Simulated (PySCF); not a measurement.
# CaSn⁻: energy against distance

Set-up: PySCF, scalar-relativistic core potentials, basis sets Ca def2-SVPD, Sn def2-SVPD with ECP28. Energies in eV from Ca + Sn⁻ in their ground configurations at the same level. State: ⁴Σ⁻ (quartet), unpaired electrons σ ↑, π ↑↑.

```csv
R (Å),r²SCAN0,ROHF-MP2,PBE
2.724,-0.992,-0.459,-1.193
2.851,-1.218,-0.742,-1.403
2.978,-1.340,-0.914,-1.511
3.073,-1.382,-0.993,-1.544
3.168,-1.394,-1.038,-1.548
3.263,-1.384,-1.059,-1.531
3.390,-1.348,-1.060,-1.485
3.548,-1.279,-1.031,-1.406
3.738,-1.181,-0.970,-1.297
3.992,-1.042,-0.868,-1.151
```

Task: Put a parabola through the three lowest points of the r²SCAN0 curve and estimate Re, k and ωe (reduced mass 29.97 u; 1 eV/Å² = 0.16022 mdyn/Å; ωe = 1302.8·√(k/μ) cm⁻¹).

Result: Through R = 3.073, 3.168, 3.263 Å the second-order coefficient is 1.22 eV/Å², so Re ≈ 3.172 Å, k ≈ 0.391 mdyn/Å and ωe ≈ 149 cm⁻¹. A polynomial fit of higher order to the unrounded r²SCAN0 energies gives Re = 3.168 Å, k = 0.386 mdyn/Å, ωe = 148 cm⁻¹; anharmonicity and rounding make the difference.

The higher-order fit for each curve: r²SCAN0: Re = 3.168 Å, ωe = 148 cm⁻¹, De = 1.39 eV; ROHF-MP2: Re = 3.327 Å, ωe = 122 cm⁻¹, De = 1.06 eV; PBE: Re = 3.134 Å, ωe = 155 cm⁻¹, De = 1.55 eV.

Correlated steps freeze 9 core orbitals. Correlated levels converge slowly with the basis: in double zeta they bind strong bonds too weakly, by up to about 1 eV, and carry superposition errors of some tenths. Spin–orbit coupling is left out, which matters for elements this heavy, above all for dissociation energies. For an ion De counts to the pair picked by the measured ionisation energies or electron affinities, which need not be the lowest pair at this level. The highest Kohn–Sham level is positive in this anion. Much of that is self-interaction error, but it also means that the finite basis helps to hold the extra electron. The state is the lowest determinant that a PBE0 search found; another state may lie lower at other levels.
